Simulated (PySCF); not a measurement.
Correlation energy of Sb (antimony, neutral)

[Kr] 4d10 5s2 5p2 5d1, one real determinant (an excited configuration). Calculation: PySCF 2.14, in aug-cc-pVDZ-PP with ECP28MDF (5s4p3d, 32 functions); scalar relativity through the core potential. Frozen: 4s2 4p6 4d10; 5 electrons correlated.

MP2 pair energies summed by pair of shells (mhartree):

```
 pair  energy  share (%)
5s-5p  -21.22       46.6
5s-5s  -10.85       23.9
5s-5d   -6.57       14.4
5p-5p   -3.66        8.0
5p-5d   -3.20        7.0
```

Total MP2 correlation energy: -45.50 mhartree.

Same-spin part -10.42 and opposite-spin part -35.08 mhartree; SCS-MP2 scales them by 1/3 and 6/5 to -45.57 mhartree.

The reference is one real determinant that mixes LS terms of this configuration.
